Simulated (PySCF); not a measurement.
## Energy profile

The step: BH₂ClO ([OH][BH][Cl]) → BClO + H₂; bonds formed: H2–H4; bonds broken: B1–H2, O3–H4 (atoms numbered as in the saddle structure below).

B1  (-0.122, 0.076, -0.266)
H2  (0.526, 0.145, 0.988)
O3  (-0.434, -1.140, -0.470)
H4  (0.229, -0.745, 0.704)
Cl5  (-0.199, 1.665, -0.956)
(Å)

Electronic energies by CCSD(T) at an estimated basis limit (MP2 extrapolated from triple and quadruple zeta, plus CCSD(T) − MP2 in triple zeta), on PBE0-D4/def2-TZVP structures; BH₂ClO, closed shell; no counterpoise correction. Program: PySCF 2.14 with density fitting (its default auxiliary sets; JK sets also for MP2 and CCSD(T)). Basis: def2-TZVPP and def2-QZVPP. Cores are frozen in the correlated methods. Extrapolation: Hartree–Fock as exp(−7.88 √X), correlation as X^−2.97.

(1) Give the profile in kcal/mol, counted from the start structure. (An estimate is asked for; the value comes from the calculation.)

T1 diagnostic: at most 0.018.

Results:

(1) Computed:
```tsv
point	kcal/mol
start structure	0.00
saddle	63.51
end structure	25.25
separated: BClO (linked as [O][B][Cl]; B1, O3, Cl5; singlet) + H₂ (H2, H4; singlet)	25.90
```

For scale, one of the runs: CCSD(T)/def2-TZVPP, 132 basis functions, launched by `OMP_NUM_THREADS=4 python run.py`. The run took 46 s on 4 CPU threads of an Arm Neoverse V2 (shared host), with 0.72 GiB of host memory at its peak.
